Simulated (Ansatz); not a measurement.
## Energy profile

The step: SiF₄ ([F][Si]([F])([F])[F]) + H₂O → SiHOF₃ ([OH][Si]([F])([F])[F]) + HF; bonds formed: Si1–O7, F2–H6; bonds broken: Si1–F2, H6–O7 (atoms numbered as in the saddle structure below).

Si1  (-0.488, -0.163, -0.327)
F2  (0.457, -1.322, 0.819)
F3  (0.015, -1.042, -1.535)
F4  (-1.825, -0.582, 0.385)
F5  (-0.987, 1.119, -1.148)
H6  (0.994, -0.267, 0.988)
O7  (0.658, 0.775, 0.606)
H8  (1.176, 1.482, 0.211)
(Å)

Electronic energies by CCSD(T) at an estimated basis limit (MP2 extrapolated from triple and quadruple zeta, plus CCSD(T) − MP2 in triple zeta), on PBE0-D4/def2-TZVP structures; SiH₂OF₄, singlet; no counterpoise correction. Computed with Ansatz 0.2.0 (basis: def2-TZVPP and def2-QZVPP); correlated methods freeze the cores. Extrapolation: Hartree–Fock as exp(−7.88 √X), correlation as X^−2.97.

(1) Give the profile in kJ/mol, counted from the separated reactants. (Judge from chemistry; the value comes from the calculation.)

T1 diagnostic: at most 0.012.

Results:

(1) Computed:
```csv
point,kJ/mol
"separated: SiF₄ (linked as [F][Si]([F])([F])[F]; Si1, F2, F3, F4, F5; singlet) + H₂O (H6, O7, H8; singlet)",0.0
start structure,-15.7
saddle,110.7
end structure,11.7
"separated: SiHOF₃ (linked as [OH][Si]([F])([F])[F]; Si1, F3, F4, F5, O7, H8; singlet) + HF (F2, H6; singlet)",32.7
```

The step is the kind of ligand exchange by which a precursor binds to a hydroxyl group, or is hydrolysed, in atomic layer deposition of oxides.

For scale, one of the runs: CCSD(T)/def2-TZVPP, 225 basis functions, launched by `ansatz run in.yaml --threads 8 --pin off --events-out ev --progress --plain --max-ram 19148MiB`. Time: 100 s of wall clock on 8 CPU threads of an Arm Neoverse V1; the host was shared. Peak host memory: 4.2 GiB.
